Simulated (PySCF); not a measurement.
A GIAO shielding run with PySCF 2.14.0 with density-fitted response routines (density fitting, scalar relativity only through the core potential, gas phase) on [ICl2]-, [Cl2I]-:

```
{"job": {"kind": "nmr", "xc": "PBE0", "basis": {"default": "pcSseg-1", "I": "def2-TZVP"}}, "charge": -1, "multiplicity": 1}
I     -0.000055    -0.000031    -0.000003
Cl    -0.019588    -0.024797     2.588019
Cl     0.019643     0.024828    -2.588016
```

Hardware: 1 thread of an Arm Neoverse V1, shared host. The job also computes population analyses, field gradients.

(1) How large is the calculation?

(2) How long does it take?

(3) And these other runs on the same molecule and hardware: GIAO shielding at B3LYP/pcSseg-1 (def2-TZVP on I)?

## Answers

(1) 60 electrons, 98 basis functions and 534 auxiliary functions.

(2) 4.7 s of wall time, with 11 SCF cycles and 5 response iterations. Times on a shared host scatter by some tens of per cent.

(3) B3LYP/pcSseg-1 (def2-TZVP on I): 98 functions, 3.9 s.
